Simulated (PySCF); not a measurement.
Solvent effects on NMR parameters

Numbering as in the mapped SMILES `[CH:1]#[C:2][AlH2-:3][N+:4]([CH3:5])([CH3:6])[CH3:7]` (H(Xn): hydrogen on atom n).

GIAO PBE0/pcSseg-1 in PySCF on one PBE0-D3(BJ)/def2-SVP conformer, non-relativistic, equivalent nuclei averaged. Solvents enter as an IEF-PCM continuum (chloroform with ε = 4.7, dichloromethane with ε = 8.9) around the gas-phase geometry. Shifts are referred to TMS, AlH4- computed in the same medium.

In chloroform, δ in ppm: C1 104.7, C2 103.8, C5/C6/C7 47.5, Al3 49.2, H(Al3) 3.46, H(C5)/H(C6)/H(C7) 2.54, H(C1) 2.19. Dipole moment 6.23 D.

**Question.** How does each δ change in the more polar medium?

**Answer.** 
| atoms | environment | Δδ, dichloromethane |
| --- | --- | --- |
| C1 | terminal alkyne carbon | +0.6 |
| C2 | alkyne carbon | 0.0 |
| C5/C6/C7 | methyl carbon bonded to N | 0.0 |
| Al3 | aluminium bonded to C, N, 2 H | -1.7 |
| H(Al3) | hydrogen on an aluminium bonded to C, N | -0.06 |
| H(C5)/H(C6)/H(C7) | hydrogen on a methyl carbon bonded to N | +0.01 |
| H(C1) | hydrogen on a terminal alkyne carbon | +0.07 |

Changes are relative to chloroform. The dipole moment becomes 6.42 D in dichloromethane.

**Question.** Which nuclei move most (in ppm), and what does the model miss?

**Answer.** Al3 (aluminium bonded to C, N, 2 H, -1.7 ppm) in dichloromethane. A continuum only polarises the solute; specific hydrogen bonds, the anisotropy of aromatic solvents and changes of geometry or conformer are outside it.
